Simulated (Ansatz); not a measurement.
**Worked example: C2H5Cl2In + MgH → C2H5ClIn + MgHCl**

Species: C2H5Cl2In `C[CH2][In]([Cl])[Cl]`, singlet; MgH, doublet; C2H5ClIn `C[CH2][In][Cl]`, doublet; MgHCl `[MgH][Cl]`, singlet. A radical takes Cl: the energy is the difference in strength between the In–Cl bond broken and the Mg–Cl bond made.

Shapes, held fixed at every level: PBE0-D4/def2-TZVP. Flexible molecules stand in one conformer, not always the lowest. Programs: Ansatz 0.2.0. Electronic energies: no zero-point or thermal term.

At CCSD(T)/def2-TZVPP; 1 Eh = 2625.50 kJ/mol:

```
  species   energy (Eh)
C2H5Cl2In  -1188.123785
      MgH   -200.357447
 C2H5ClIn   -728.314823
    MgHCl   -660.200097
```

Problem. Work out ΔE of the reaction at this level.

Solution. 
1. Products less reactants: (-728.314823) + (-660.200097) − [(-1188.123785) + (-200.357447)] = -0.033688 Eh = -88.4 kJ/mol.

Other levels give -99.8 (r2SCAN-D4/def2-TZVPP) to -85.2 kJ/mol (HF/def2-TZVPP). No measured value is set beside it here. Spin contamination: C2H5ClIn (⟨S²⟩ up to 0.80). Open shells run unrestricted unless RO is named. For atoms past krypton def2 sets carry core potentials with scalar relativity. Correlated rows may include outer-core shells of In, Mg, which these sets cover unevenly.
